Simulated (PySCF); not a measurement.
CH₃AlCl, SMILES [CH3][Al][Cl], multiplicity 2.

Coordinates come from a ωB97X-D3(BJ)/def2-TZVP optimisation. The spin state was assumed, not searched. The isomer is the one that the SMILES or the coordinates give; other isomers of the formula were not compared.

Computed with TDA-CAM-B3LYP/def2-SVPD (PySCF).

Vertical excitations. The molecule is in vacuum.

| state | energy (eV) | λ (nm) | f | main pairs |
|---|---|---|---|---|
| root 1 | 2.69 | 461 | 0.044 | α HOMO→LUMO 98 % |
| root 2 | 4.72 | 262 | 0.017 | α HOMO→LUMO+1 19 %, β HOMO→LUMO 70 % |
| root 3 | 5.03 | 246 | 0.124 | α HOMO→LUMO+2 90 % |
| root 4 | 5.28 | 235 | 0.078 | α HOMO→LUMO+1 71 %, β HOMO→LUMO 23 % |
| root 5 | 5.42 | 229 | 0.006 | β HOMO−1→LUMO 96 % |
| root 6 | 5.43 | 228 | 0.033 | β HOMO−2→LUMO 88 % |
| root 7 | 5.72 | 217 | 0.209 | α HOMO→LUMO+3 84 % |
| root 8 | 6.06 | 205 | 0.000 | α HOMO−1→LUMO 41 %, α HOMO−3→LUMO 9 %, β HOMO→LUMO+1 43 % |
| root 9 | 6.52 | 190 | 0.007 | α HOMO−2→LUMO 71 %, β HOMO−1→LUMO+1 22 % |
| root 10 | 6.54 | 190 | 0.026 | α HOMO−1→LUMO 56 %, β HOMO→LUMO+1 33 % |
Unrestricted roots are not spin-pure.
